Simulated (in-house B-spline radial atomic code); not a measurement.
Relativistic effects in Ru7+, [Kr] 4d1: non-relativistic Hartree-Fock (point nucleus) against Dirac-Hartree-Fock (Fermi nucleus of rms radius 4.4809 fm), both averages of the configuration, computed with a radial B-spline atomic code at the basis-set limit.

| orbital | ε NR (Eh) | ε Dirac (Eh) | <r> NR (bohr) | <r> Dirac (bohr) | change of <r> (%) |
| --- | --- | --- | --- | --- | --- |
| 1s1/2 | -799.75 | -821.9 | 0.03462 | 0.03343 | -3.5 |
| 2s1/2 | -119.44 | -124.72 | 0.1506 | 0.145 | -3.7 |
| 2p1/2 | -110.51 | -115.19 | 0.1292 | 0.1237 | -4.3 |
| 2p3/2 | -110.51 | -110.35 | 0.1292 | 0.1284 | -0.6 |
| 3s1/2 | -25.614 | -26.653 | 0.4113 | 0.3994 | -2.9 |
| 3p1/2 | -22.05 | -22.904 | 0.4052 | 0.3931 | -3.0 |
| 3p3/2 | -22.05 | -22.051 | 0.4052 | 0.4032 | -0.5 |
| 3d3/2 | -15.536 | -15.456 | 0.3816 | 0.3801 | -0.4 |
| 3d5/2 | -15.536 | -15.292 | 0.3816 | 0.3834 | +0.5 |
| 4s1/2 | -7.1176 | -7.3106 | 1.002 | 0.9799 | -2.2 |
| 4p1/2 | -5.8513 | ? | 1.061 | ? | ? |
| 4p3/2 | -5.8513 | ? | 1.061 | ? | ? |
| 4d3/2 | -4.0869 | -4.0649 | 1.219 | 1.221 | +0.2 |
| 4d5/2 | -4.0869 | -4.0448 | 1.219 | 1.229 | +0.8 |

What happens to 4p3/2?

Its energy goes to -5.8431 hartree and <r> to 1.059 bohr (-0.20 %).

What happens to 4p1/2?

Its energy goes to -5.9933 hartree and <r> to 1.038 bohr (-2.21 %).

What explains the pattern of contraction and expansion?

Expansion is seen in 3d5/2, 4d3/2, 4d5/2. The s and p1/2 orbitals contract directly, screen the nucleus better, and so push out orbitals that have little density near the nucleus; spin-orbit coupling adds to this for j = l + 1/2 and opposes it for j = l - 1/2.

By how much does the total energy change?

By -87.934 hartree, from -4429.638 to -4517.571.
